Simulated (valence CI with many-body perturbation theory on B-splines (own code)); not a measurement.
## Hf L: E2, M1 decay

Method: configuration interaction combined with many-body perturbation theory (CI+MBPT): five valence electrons over a frozen Dirac-Fock core [Ar], a basis of 7 s, 7 p, 8 d, 6 f, 4 g, 1 h functions for each j, with the one-electron correlation potential Σ1 (screened to all orders), the two-electron term Σ2, the three-electron term Σ3, Breit, model QED; selected single and double excitations, second order for the rest (own B-spline code, finite nucleus).

The last digits are not significant, and no measured levels were compared; by estimate large intervals hold to a few tenths of a per cent, small ones and those within an open d or f shell to about a per cent. Among the levels kept, up to 250 cm⁻¹ of a level comes from second order outside the variational space, and about a tenth of that is noise between levels of different J, which matters for small intervals. The list stops below the first excitations out of the core. Only levels of the ground parity were solved; by the run's estimate the other parity begins above the list, which can be wrong where configurations are misplaced.

Lines 1 to 50 of 120 in falling wavelength, among levels below 1930300 cm⁻¹, chosen from the decays that carry over 1 % of a level's rate. Wavelengths and rates use the calculated energies. Electric multipoles are in the length gauge, E1 and E2 with the static RPA response of the core. Weak lines are less certain than strong ones. Lines between different terms over intervals too small for the method are left out, as are lines whose strength nearly cancels. The highest levels of a list are the least certain. Branching is blank where the lifetime is uncertain.

Levels are named by their leading jj configuration (3d3/2^4 stands for four electrons in 3d with j = 3/2), which in mixed levels can hold well under half, so a name can repeat and another be missing. Letters in brackets count levels of one name in rising energy.

```tsv
λ vac (nm)	Upper	Lower	Type	A (s⁻¹)	Branch %
945.8	(3d3/2^3 3d5/2^2) J=11/2	(3d3/2^3 3d5/2^2) J=7/2 [a]	E2	2.27e-08	
236.6	(3d3/2^3 3d5/2^2) J=9/2	(3d3/2^3 3d5/2^2) J=11/2	M1	6.35e+02	29.4
189.3	(3d3/2^3 3d5/2^2) J=9/2	(3d3/2^3 3d5/2^2) J=7/2 [a]	M1	1.39e+03	64.4
149.2	(3d3/2^3 3d5/2^2) J=5/2 [b]	(3d3/2^3 3d5/2^2) J=3/2 [a]	M1	2.26e+03	3.1
107.7	(3d3/2^3 3d5/2^2) J=1/2	(3d3/2^3 3d5/2^2) J=3/2 [a]	M1	1.80e+04	97.4
85.64	(3d3/2^3 3d5/2^2) J=7/2 [b]	(3d3/2^3 3d5/2^2) J=7/2 [a]	M1	3.42e+03	4.0
72.64	(3d3/2^2 3d5/2^3) J=1/2 [b]	(3d3/2^2 3d5/2^3) J=3/2 [a]	M1	2.95e+04	1.1
72.49	(3d3/2^3 3d5/2^2) J=3/2 [b]	(3d3/2^3 3d5/2^2) J=1/2	M1	3.10e+03	1.2
64.70	(3d3/2^2 3d5/2^3) J=9/2 [c]	(3d3/2^2 3d5/2^3) J=9/2 [b]	M1	2.35e+04	2.4
61.06	(3d3/2^3 3d5/2^2) J=3/2 [b]	(3d3/2^3 3d5/2^2) J=5/2 [b]	M1	1.00e+04	4.0
57.89	(3d3/2^3 3d5/2^2) J=5/2 [b]	(3d3/2^3 3d5/2^2) J=5/2 [a]	M1	4.12e+04	57.5
53.08	(3d3/2^2 3d5/2^3) J=3/2 [c]	(3d3/2^2 3d5/2^3) J=1/2 [b]	M1	1.68e+04	1.6
44.73	(3d3/2^2 3d5/2^3) J=3/2 [b]	(3d3/2^2 3d5/2^3) J=5/2 [a]	M1	1.35e+04	1.1
43.33	(3d3/2^3 3d5/2^2) J=3/2 [b]	(3d3/2^3 3d5/2^2) J=3/2 [a]	M1	2.68e+04	10.7
41.68	(3d3/2^2 3d5/2^3) J=3/2 [c]	(3d3/2^2 3d5/2^3) J=5/2 [c]	M1	4.54e+04	4.4
36.43	(3d3/2^2 3d5/2^3) J=1/2 [a]	(3d3/2^3 3d5/2^2) J=3/2 [b]	M1	1.77e+05	5.3
35.19	(3d3/2^2 3d5/2^3) J=3/2 [a]	(3d3/2^3 3d5/2^2) J=3/2 [b]	M1	6.01e+04	1.3
34.05	(3d3/2^2 3d5/2^3) J=5/2 [b]	(3d3/2^3 3d5/2^2) J=3/2 [b]	M1	1.06e+05	4.1
29.72	(3d3/2^3 3d5/2^2) J=3/2 [b]	(3d3/2^3 3d5/2^2) J=5/2 [a]	M1	2.13e+04	8.5
29.34	(3d3/2^2 3d5/2^3) J=5/2 [d]	(3d3/2^2 3d5/2^3) J=5/2 [b]	M1	9.69e+04	4.9
27.30	(3d3/2^2 3d5/2^3) J=9/2 [a]	(3d3/2^3 3d5/2^2) J=7/2 [b]	M1	1.91e+05	10.7
27.00	(3d3/2^2 3d5/2^3) J=5/2 [c]	(3d3/2^3 3d5/2^2) J=3/2 [b]	M1	5.39e+05	16.3
26.60	(3d3/2^2 3d5/2^3) J=3/2 [b]	(3d3/2^3 3d5/2^2) J=3/2 [b]	M1	1.63e+04	1.3
26.13	(3d3/2^2 3d5/2^3) J=7/2 [a]	(3d3/2^3 3d5/2^2) J=5/2 [b]	M1	3.96e+05	14.9
26.10	(3d3/2^2 3d5/2^3) J=5/2 [a]	(3d3/2^3 3d5/2^2) J=3/2 [a]	M1	7.64e+04	1.6
25.20	(3d3/2^2 3d5/2^3) J=5/2 [a]	(3d3/2^3 3d5/2^2) J=7/2 [a]	M1	3.50e+05	7.2
24.74	(3d3/2^3 3d5/2^2) J=5/2 [a]	(3d3/2^4 3d5/2) J=5/2	M1	2.24e+06	100.0
24.35	(3d3/2^2 3d5/2^3) J=7/2 [a]	(3d3/2^3 3d5/2^2) J=9/2	M1	6.20e+05	23.3
24.25	(3d3/2^2 3d5/2^3) J=1/2 [a]	(3d3/2^3 3d5/2^2) J=1/2	M1	1.02e+06	30.8
24.21	(3d3/2 3d5/2^4) J=7/2 [a]	(3d3/2^2 3d5/2^3) J=5/2 [c]	M1	3.73e+05	7.2
24.13	(3d3/2^2 3d5/2^3) J=11/2	(3d3/2^3 3d5/2^2) J=9/2	M1	2.49e+05	13.9
24.06	(3d3/2^2 3d5/2^3) J=5/2 [d]	(3d3/2^2 3d5/2^3) J=7/2 [a]	M1	1.80e+05	9.0
23.73	(3d3/2^2 3d5/2^3) J=5/2 [b]	(3d3/2^3 3d5/2^2) J=7/2 [b]	M1	2.49e+05	9.6
23.71	(3d3/2^2 3d5/2^3) J=1/2 [b]	(3d3/2^3 3d5/2^2) J=3/2 [b]	M1	4.28e+04	1.7
23.69	(3d3/2^2 3d5/2^3) J=3/2 [a]	(3d3/2^3 3d5/2^2) J=1/2	M1	2.10e+05	4.4
23.24	(3d3/2^2 3d5/2^3) J=9/2 [a]	(3d3/2^3 3d5/2^2) J=9/2	M1	1.96e+04	1.1
23.20	(3d3/2 3d5/2^4) J=5/2 [a]	(3d3/2^2 3d5/2^3) J=3/2 [a]	M1	5.05e+05	6.8
23.12	(3d3/2 3d5/2^4) J=9/2	(3d3/2^2 3d5/2^3) J=7/2 [c]	M1	3.53e+05	9.7
22.81	(3d3/2 3d5/2^4) J=3/2 [a]	(3d3/2^2 3d5/2^3) J=5/2 [c]	M1	4.90e+05	7.6
22.32	(3d3/2^2 3d5/2^3) J=3/2 [a]	(3d3/2^3 3d5/2^2) J=5/2 [b]	M1	8.29e+05	17.4
22.30	(3d3/2 3d5/2^4) J=7/2 [a]	(3d3/2^2 3d5/2^3) J=9/2 [b]	M1	3.83e+05	7.4
21.89	(3d3/2^2 3d5/2^3) J=11/2	(3d3/2^3 3d5/2^2) J=11/2	M1	1.55e+06	86.2
21.86	(3d3/2^2 3d5/2^3) J=5/2 [b]	(3d3/2^3 3d5/2^2) J=5/2 [b]	M1	9.67e+05	37.3
21.70	(3d3/2 3d5/2^4) J=11/2	(3d3/2^2 3d5/2^3) J=9/2 [b]	M1	3.51e+05	8.6
21.61	(3d3/2^2 3d5/2^3) J=9/2 [b]	(3d3/2^3 3d5/2^2) J=7/2 [b]	M1	2.77e+05	8.9
21.58	(3d3/2^2 3d5/2^3) J=7/2 [a]	(3d3/2^3 3d5/2^2) J=7/2 [a]	M1	9.52e+05	35.8
21.16	(3d3/2^2 3d5/2^3) J=9/2 [a]	(3d3/2^3 3d5/2^2) J=11/2	M1	6.24e+05	34.9
20.76	(3d3/2^2 3d5/2^3) J=7/2 [b]	(3d3/2^3 3d5/2^2) J=7/2 [b]	M1	2.96e+05	31.7
20.74	(3d3/2^2 3d5/2^3) J=5/2 [d]	(3d3/2^2 3d5/2^3) J=5/2 [a]	M1	6.48e+04	3.2
20.70	(3d3/2^2 3d5/2^3) J=9/2 [a]	(3d3/2^3 3d5/2^2) J=7/2 [a]	M1	9.51e+05	53.3
```
